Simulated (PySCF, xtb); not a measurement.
Bi(Cl)2(SiH3) (BiCl2H3Si), SMILES [SiH3][Bi]([Cl])[Cl].

Harmonic wavenumbers (cm⁻¹) from GFN2-xTB (xtb 6.7.1) at its own minimum, in rising order: 47, 78, 85, 95, 282, 299, 351, 455, 458, 761, 776, 782, 2286, 2320, 2387.

Problem. What does r2SCAN-D4/def2-SVP run with PySCF give at its own minimum? (Estimate from the structure and the level; the computed values follow.)

Solution. 68, 87, 103, 131, 273, 322, 332, 459, 467, 820, 921, 927, 2208, 2226, 2255. Paired by order, the mean absolute difference is 53 cm⁻¹ and the zero-point energies are 16.4 and 16.6 kcal/mol.
